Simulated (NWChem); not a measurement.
# SnSiH₄O, singlet; SMILES [OH][Sn][SiH3]

```xyz
7

Sn     0.3303     0.5853     0.0008
O     -1.6376     0.9631    -0.0026
H     -2.2052     0.1840     0.0393
Si    -0.0520    -2.0884     0.0020
H      1.0848    -2.8995     0.5493
H     -0.2802    -2.5542    -1.4094
H     -1.2872    -2.4623     0.7735
```
Atoms are numbered in this order, from 1.

Program: NWChem. Low-valent species are run as closed-shell singlets; no triplet was tried in these runs. The geometry was optimised at PBE0/def2-SVP. def2 effective core potentials on Sn; no spin-orbit coupling. Ions are spin-unrestricted doublets at the neutral geometry; other ion states weren't tried.

| level | vertical ionisation energy, ΔSCF (eV) | −ε(HOMO) (eV) | ΔSCF minus −ε(HOMO) (eV) |
|---|---|---|---|
| B3LYP/def2-SVPD | 8.40 | 6.25 | 2.15 |
| PBE/def2-SVPD | 8.27 | 5.50 | 2.77 |
| BHandHLYP/def2-SVPD | 8.33 | 7.20 | 1.13 |
